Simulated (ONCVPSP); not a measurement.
B, ONCV: configuration errors across variants

```json
{
  "Element": "boron (B)",
  "Generator": "ONCVPSP 4.0.1",
  "Type": "optimised norm-conserving Vanderbilt (ONCV)",
  "Functional": "PBE",
  "Relativity": "non-relativistic",
  "Frozen core": "[He]",
  "Valence charge": "3",
  "Reference configuration": "2s2 2p1",
  "Partial waves": "2s: rc 1.60 bohr, ncon 4, nbas 8, qcut 5.1 1/bohr, 1 projector; 2p: rc 3.50 bohr, ncon 3, nbas 8, qcut 4.8 1/bohr, 2 projectors, debl 3.4 Ha; d scattering state at 0.14 Ha: rc 3.20 bohr, ncon 5, nbas 9, qcut 3.5 1/bohr, 1 projector",
  "Local potential": "polynomial inside 1.05 bohr (lpopt 5, dvloc0 4 Ha)",
  "Core correction": "Teter function, fcfact 5, rcfact 1.35"
}
```

All-electron excitation energies from the reference (eV): (1) 2s2 2p0 8.222; (2) 2s1 2p0 33.637; (3) 2s2 2p0.5 2.888; (4) 2s0 2p3 11.708.

Errors AE − PS in meV (a dash: test not solved or not reliable):

```csv
change,(1),(2),(3),(4),bound ghosts,GHOST(+) flags above zero
base,+127,+400,+5.1,-137,none,none
"core correction Teter function, fcfact 5, rcfact 0.98",+124,+386,+4.6,-131,none,none
"core correction Teter function, fcfact 5, rcfact 1.1",+124,+392,+4.7,-132,none,none
"core correction Teter function, fcfact 5, rcfact 1.24",+125,+397,+4.9,-135,none,none
"core correction Teter function, fcfact 5, rcfact 1.28",+126,+400,+5.0,-136,none,none
"core correction Teter function, fcfact 5, rcfact 1.46",+128,+400,+5.3,-139,none,none
"core correction Teter function, fcfact 5, rcfact 1.54",+128,+397,+5.4,-140,none,none
"core correction Teter function, fcfact 5, rcfact 1.72",+129,+376,+5.6,-143,none,none
"core correction Teter function, fcfact 5, rcfact 1.76",+129,+367,+5.5,-144,none,none
"core correction Teter function, fcfact 5, rcfact 2.06",+121,+259,+4.4,-149,none,none
```

Problem. Give the same row for: core correction Teter function, fcfact 5, rcfact 1.9.

Solution. +127, +327, +5.3, -147; bound ghosts: none; GHOST(+) flags above zero: none.
